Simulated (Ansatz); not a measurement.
C2Cl3, doublet, geometry from GFN2-xTB; REVPBE/def2-SVPD in Ansatz (a first-principles code).

Input for Ansatz:
Ansatz 0.2 input:
```yaml
crystal:
  periodic: [false, false, false]
  atoms:
    - {symbol: C, position_ang: [-0.01280289, 0.20464514, 1.02473773]}
    - {symbol: C, position_ang: [0.00168582, 0.32335442, -0.26381268]}
    - {symbol: Cl, position_ang: [-0.02139799, -0.94010326, 2.18439863]}
    - {symbol: Cl, position_ang: [0.02057196, -1.07353155, -1.37258546]}
    - {symbol: Cl, position_ang: [0.00474969, 1.82728202, -1.08037495]}
basis:
  gaussian:
    orbitals: def2-SVPD
hamiltonian:
  xc: revpbe
magnetization: {spin_polarized: true, initial_magnetization: 1}
```

It wrote (shortened):

```
Functional definition: revPBE
1166 factors; their error is unknown
mean field evaluation 1: about -39613.0504 eV, gradient 3.3e1 eV
mean field evaluation 2: about -39594.2478 eV, gradient 6.6e1 eV
mean field evaluation 4: about -39618.6911 eV, gradient 5.2e0 eV
mean field evaluation 8: about -39618.8290 eV, gradient 2.1e-1 eV
mean field evaluation 16: about -39618.7765 eV, gradient 8.9e-4 eV
mean field evaluation 32: about -39616.5644 eV, gradient 9.9e0 eV
mean field -39618.77654795 eV, -1455.9631835661 hartree, gradient 1.3e-5 eV, S^2 0.757863; 3 other end points of the search recorded, 0 dependent functions left out
reference -39618.77660655 eV, -1455.9631857194 hartree; 32, 31 occupied and 89, 90 virtual orbitals, 1166 factors
Total energy: -39618.77660655 eV, -1455.9631857194 hartree
```
